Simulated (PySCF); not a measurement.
Species: C6H8F2O.
Cartesian coordinates in Å at the GFN2-xTB level; atoms count from 1:
```
atom  x, y, z in Å
F1     2.6061    1.3848    0.4511
C2     1.7015    0.3798    0.4461
F3     2.4137   -0.7646    0.3075
C4     0.7017    0.5602   -0.7106
C5    -0.0249   -0.7494   -1.0278
C6    -0.8594   -1.1889    0.1746
C7    -1.5913   -0.0015    0.7246
C8    -1.2442    1.2386    0.4112
O9    -0.1926    1.5996   -0.3813
H10    1.2112    0.3655    1.4305
H11    1.2623    0.9175   -1.5823
H12   -0.6822   -0.5613   -1.8785
H13    0.7002   -1.5124   -1.3075
H14   -1.5769   -1.9521   -0.1327
H15   -0.2220   -1.6403    0.9417
H16   -2.4341   -0.1767    1.3711
H17   -1.7763    2.1133    0.7523
```

Computed, not measured: PBE0/pcSseg-1 in PySCF (dipole) on a GFN2-xTB geometry, gas phase.

Take the most abundant isotopes and a rigid rotor. The values belong to one conformer with, in the numbering `[F:1][CH:2]([F:3])[C@H:4]1[CH2:5][CH2:6][CH:7]=[CH:8][O:9]1`, F1–C2–C4–C5 161°, C2–C4–C5–C6 63°, C4–C5–C6–C7 44°, C5–C6–C7–C8 -16°, C7–C8–O9–C4 -10°.

What are A, B and C (MHz)?

Ia = 188.85, Ib = 366.28, Ic = 455.92 u·Å²; 505379 MHz·u·Å²/I gives A = 2676, B = 1380, C = 1108 MHz.

Classify the top.

An asymmetric top: κ = (2 × 1380 − 2676 − 1108)/(2676 − 1108) = -0.65.

Is it planar, by Δ = Ic − Ia − Ib?

Not planar: Δ = Ic − Ia − Ib = -99.21 u·Å². For a rigid frame Δ = −2 Σ m c², so Σ m c² = 49.61 u·Å² lies off the ab plane: 13.24 from hydrogen and 36.37 from heavier atoms. The atom farthest from that plane is 1.82 Å away.

List the rotational levels J(Ka,Kc) to J = 3 (cm⁻¹).

Above 0(0,0):
J = 1: 1(0,1) 0.0830, 1(1,1) 0.1262, 1(1,0) 0.1353
J = 2: 2(0,2) 0.2477, 2(1,2) 0.2832, 2(1,1) 0.3103, 2(2,1) 0.4400, 2(2,0) 0.4413
J = 3: 3(0,3) 0.4918, 3(1,3) 0.5179, 3(1,2) 0.5720, 3(2,2) 0.6890, 3(2,1) 0.6953, 3(3,1) 0.9286, 3(3,0) 0.9287

Which lines would a microwave search look for?

The dipole components are |μa| = 2.04 D, |μb| = 1.05 D, |μc| = 0.12 D. The squared components, which scale the intensities, stand as 1.00 : 0.26 : 0.00 (a : b : c). Some lines, for components of 0.1 D or more:

```json
{"type": "a", "branch": "Q", "J(Ka,Kc)": "2(1,1) ← 2(1,2)", "MHz": "814", "lower level (cm⁻¹)": "0.283"}
{"type": "c", "branch": "Q", "J(Ka,Kc)": "2(1,2) ← 2(0,2)", "MHz": "1063", "lower level (cm⁻¹)": "0.248"}
{"type": "c", "branch": "Q", "J(Ka,Kc)": "1(1,1) ← 1(0,1)", "MHz": "1296", "lower level (cm⁻¹)": "0.083"}
{"type": "b", "branch": "Q", "J(Ka,Kc)": "1(1,0) ← 1(0,1)", "MHz": "1568", "lower level (cm⁻¹)": "0.083"}
{"type": "b", "branch": "Q", "J(Ka,Kc)": "2(1,1) ← 2(0,2)", "MHz": "1877", "lower level (cm⁻¹)": "0.248"}
{"type": "a", "branch": "R", "J(Ka,Kc)": "1(0,1) ← 0(0,0)", "MHz": "2488", "lower level (cm⁻¹)": "0.000"}
{"type": "b", "branch": "R", "J(Ka,Kc)": "1(1,1) ← 0(0,0)", "MHz": "3784", "lower level (cm⁻¹)": "0.000"}
{"type": "c", "branch": "Q", "J(Ka,Kc)": "2(2,1) ← 2(1,1)", "MHz": "3889", "lower level (cm⁻¹)": "0.310"}
{"type": "b", "branch": "Q", "J(Ka,Kc)": "2(2,0) ← 2(1,1)", "MHz": "3927", "lower level (cm⁻¹)": "0.310"}
{"type": "c", "branch": "R", "J(Ka,Kc)": "1(1,0) ← 0(0,0)", "MHz": "4056", "lower level (cm⁻¹)": "0.000"}
{"type": "a", "branch": "R", "J(Ka,Kc)": "2(1,2) ← 1(1,1)", "MHz": "4705", "lower level (cm⁻¹)": "0.126"}
{"type": "a", "branch": "R", "J(Ka,Kc)": "2(1,1) ← 1(1,0)", "MHz": "5248", "lower level (cm⁻¹)": "0.135"}
{"type": "c", "branch": "R", "J(Ka,Kc)": "2(1,1) ← 1(0,1)", "MHz": "6815", "lower level (cm⁻¹)": "0.083"}
{"type": "b", "branch": "R", "J(Ka,Kc)": "2(2,1) ← 1(1,0)", "MHz": "9137", "lower level (cm⁻¹)": "0.135"}
{"type": "c", "branch": "R", "J(Ka,Kc)": "2(2,0) ← 1(1,0)", "MHz": "9175", "lower level (cm⁻¹)": "0.135"}
{"type": "c", "branch": "R", "J(Ka,Kc)": "2(2,1) ← 1(1,1)", "MHz": "9408", "lower level (cm⁻¹)": "0.126"}
{"type": "b", "branch": "R", "J(Ka,Kc)": "2(2,0) ← 1(1,1)", "MHz": "9446", "lower level (cm⁻¹)": "0.126"}
```

Estimate the classical rotational partition function at 50 K, 200 K and 298.15 K.

Point group C1, symmetry number σ = 1; q = (√π/σ)·√((kT/h)³/(ABC)), k/h = 20836.6 MHz/K: 29500 at 50 K, 236000 at 200 K, 429000 at 298.15 K.

No frequency check. Zero-point vibration and centrifugal distortion are left out.
